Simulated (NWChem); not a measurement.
Molecule: C4H12Si; SMILES C[Si](C)(C)C

All runs: NWChem. Medium grid unless said otherwise, to which SCAN and Minnesota functionals are sensitive. Coordinates come from a PBE0/def2-SVP optimisation. Hybrids' shares of exact exchange are those that their runs print; pure functionals count as 0. The functionals differ in more than this share.

| row | share of exact exchange | highest occupied level (eV) |
|---|---|---|
| LDA (Slater exchange, VWN5)/def2-TZVPD | 0.00 | -7.10 |
| BLYP/def2-TZVPD | 0.00 | -6.91 |
| B3LYP/def2-TZVPD | 0.20 | -8.11 |
| PBE0/def2-TZVPD | 0.25 | -8.31 |
| M06-2X/def2-TZVPD | 0.54 | -9.49 |
| Hartree-Fock/def2-TZVPD | 1.00 | withheld |

### Question
Fit a straight line of the last column on the one before it, predict the withheld value, and compare with the run.

### Answer

1. Means of the 5 shown rows: x = 0.198, y = -7.984. Slope Σ(x − x̄)(y − ȳ)/Σ(x − x̄)² = -0.9199/0.1981 = -4.644; intercept -7.064.
2. The shown rows scatter about the line by 0.103 (root mean square); the largest residual is +0.15, at BLYP/def2-TZVPD.
3. At x = 1.00 (Hartree-Fock/def2-TZVPD; beyond the shown range) the line gives -11.71.
4. The run gives -11.50, +0.21 from the line, 2.0 times the scatter.
